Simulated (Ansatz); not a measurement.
Consider the ligand exchange at the Si–N bond: `O[SiH](F)N[Si](O)(F)F` + `C[SiH](N)O` → `C[Si@H](O)N[Si@@H](O)F` + `N[Si](O)(F)F`.

Gas-phase electronic energies from Ansatz, PBE0-D4/def2-TZVP geometries. CBS: MP2 limit from def2 TZ/QZ plus the TZ coupled-cluster correction, frozen cores. DFT in def2-TZVPP. One conformer a species, not always the lowest.

| level | ΔE (kJ/mol) |
| --- | --- |
| PBE-D4 | -7.8 |
| ωB97X-V | -8.7 |
| SCS-MP2/def2-TZVPP | -9.1 |
| MP2/def2-QZVPP | -9.1 |

(1) What does CCSD(T)/CBS give? (Estimate.)

Largest T1 diagnostic among the species: 0.012.

## Answers

(1) The calculation gave: -8.3 kJ/mol. The listed levels differ from it by 0.5, -0.4, -0.8, -0.8 kJ/mol.
